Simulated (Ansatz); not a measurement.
Molecule: C₇H₁₃ (charge 0, doublet). It need not be the lowest isomer of its formula. 
Coordinates optimised at B3LYP-D3(BJ)/def2-TZVP (Ansatz, an electronic-structure program):
```
C
C 1 1.3113
C 2 1.4680 1 141.58
H 3 1.0951 2 109.59 1 -122.60
H 3 1.1013 4 105.71 2 -117.52
C 1 1.5145 2 121.58 3 -179.08
H 6 1.0907 1 108.84 2 9.03
H 6 1.0962 7 106.94 1 -117.27
C 1 1.5162 2 122.22 3 1.01
H 9 1.0889 1 111.98 2 -3.81
H 9 1.0927 10 107.96 1 -122.58
H 9 1.0940 10 108.26 11 -115.73
C 6 1.5319 7 109.52 8 -118.10
H 13 1.0912 6 111.81 7 176.80
H 13 1.0916 14 107.54 6 121.71
H 13 1.0917 14 107.92 15 116.42
C 3 1.5339 4 109.34 5 -117.60
H 17 1.0907 3 110.74 4 -63.11
H 17 1.0909 18 107.87 3 121.29
H 17 1.0914 18 108.30 19 117.12
```
Charge 0, spin multiplicity 2.

Wanted: atomisation energy (electronic, to ground-state atoms), in kcal/mol. Valence correlation only, unless marked. Open shells are spin-unrestricted. Spin-orbit coupling is left out. Non-relativistic. The coupled-cluster limit lacks core correlation, which all-electron functionals hold. CBS marks a two-point X^-3 extrapolation of the correlation energy; Hartree-Fock from the larger set. [CCSD(T)-MP2]/basis is that difference in the basis named.

```
level                            program  atomisation energy (kcal/mol)
------------------------  --------------  -----------------------------
HF/cc-pVDZ                        Ansatz                         1443.3
PBE-D3(BJ)/def2-TZVPD     Ansatz + dftd3                         1969.6
revPBE-D3(BJ)/def2-TZVPD  Ansatz + dftd3                         1922.3
revPBE/def2-TZVPD                 Ansatz                         1896.9
```

Estimate the value at RI-MP2/CBS(cc-pVTZ,cc-pVQZ)+[CCSD(T)-MP2]/cc-pVTZ as computed with Ansatz.

1924.6 kcal/mol
